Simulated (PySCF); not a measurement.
Isomers of [C5H2FO2S]- (charge -1), one GFN2-xTB conformer each. Single-point energies are computed at PBE0/pcSseg-1 (PySCF, gas phase, no added dispersion term), electronic only.

| SMILES | GFN2-xTB relative energy (kJ/mol) |
| --- | --- |
| O=C([O-])c1ccc(F)s1 | 0.0 |
| O=C([O-])c1sccc1F | 2.9 |

Task: What does PBE0/pcSseg-1 give for the same structures?

Result: 
```
             SMILES  PBE0/pcSseg-1 E (Eh)  PBE0/pcSseg-1 (kJ/mol)  GFN2-xTB (kJ/mol)  point group
O=C([O-])c1ccc(F)s1            -839.59450                     0.0                0.0           Cs
  O=C([O-])c1sccc1F            -839.59193                     6.7                2.9           Cs
```

Both levels put the same isomer lowest. Neighbours under 21 kJ/mol apart (O=C([O-])c1ccc(F)s1 and O=C([O-])c1sccc1F) can change places with a better method, another conformer or zero-point energy.

---

Isomers of [C5H5O2]- (charge -1), one GFN2-xTB conformer each. Single-point energies are computed at PBE0/pcSseg-1 (PySCF, gas phase, no added dispersion term), electronic only.

Question: Rank them by PBE0/pcSseg-1 energy, lowest first (kJ/mol).
A. `[CH3:1][C:2]#[C:3][CH2:4][C:5](=[O:6])[O-:7]` (charge -1) with C3–C4–C5–O6 -91°
B. `[O:1]=[C:2]([O-:3])[CH:4]=[C:5]1[CH2:6][CH2:7]1` (charge -1) with O1–C2–C4–C5 0°

Answer: A (0.0), B (12.7).

As drawn, the higher has a three-membered ring, which the lower lacks. Neighbours under 21 kJ/mol apart (CC#CCC(=O)[O-] and O=C([O-])C=C1CC1) can change places with a better method, another conformer or zero-point energy. GFN2-xTB itself gives, in the same order: 0.0, 22.3. Both levels put the same isomer lowest.
